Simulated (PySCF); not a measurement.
Compound: cyclo-(H2GeO)5.
Bonds: Ge1–O4, Ge1–O20, O4–Ge5, Ge5–O8, O8–Ge9, Ge9–O12, O12–Ge13, Ge13–O16, O16–Ge17, Ge17–O20. Hydrogens: H2, H3 on Ge1; H6, H7 on Ge5; H10, H11 on Ge9; H14, H15 on Ge13; H18, H19 on Ge17.

Method used: PBE0-D3(BJ)/def2-SVP geometry optimisation, gas phase (PySCF 2.14.0).

(1) Give the optimised bond lengths and angles.

Answers

(1) 
```
                    bond  length (pm)
 Ge1–H2 and 9 like bonds        153.5
Ge1–O4, Ge5–O8, O12–Ge13        177.5
Ge1–O20 and 6 like bonds        176.8
```

Bonds in one row agree within 1 pm and their mean is given. A selection of angles:
```
        angle  degrees
    H2–Ge1–H3    115.1
    H2–Ge1–O4    108.5
    H3–Ge1–O4    107.3
   H3–Ge1–O20    106.0
   O4–Ge1–O20    109.4
   Ge1–O4–Ge5    130.6
    O4–Ge5–H7    111.6
    O4–Ge5–O8    108.4
   Ge5–O8–Ge9    129.8
Ge13–O16–Ge17    135.1
 O16–Ge17–O20    110.6
 Ge1–O20–Ge17    146.4
```

Dihedral angles: O20–Ge1–O4–Ge5 -12° (synperiplanar); O4–Ge1–O20–Ge17 60° (synclinal); Ge1–O4–Ge5–O8 -55° (synclinal); O4–Ge5–O8–Ge9 -50° (synclinal); Ge5–O8–Ge9–O12 80° (synclinal); O8–Ge9–O12–Ge13 75° (synclinal); Ge9–O12–Ge13–O16 -46° (synclinal); O12–Ge13–O16–Ge17 -55° (synclinal); Ge13–O16–Ge17–O20 -10° (synperiplanar); O16–Ge17–O20–Ge1 44° (synclinal).

Ge1 (germanium bonded to 2 O and 2 H) is distorted tetrahedral (angles from 106.0° to 115.1°).

Point group: near C2, missed by 0.17 Å at most; the miss may be what the optimiser left on a soft mode. Stationary, but not proved a minimum. The numbers are those of one conformer.

Run on AMD EPYC 9R45, 2 threads, shared host. This is the geometry optimisation.
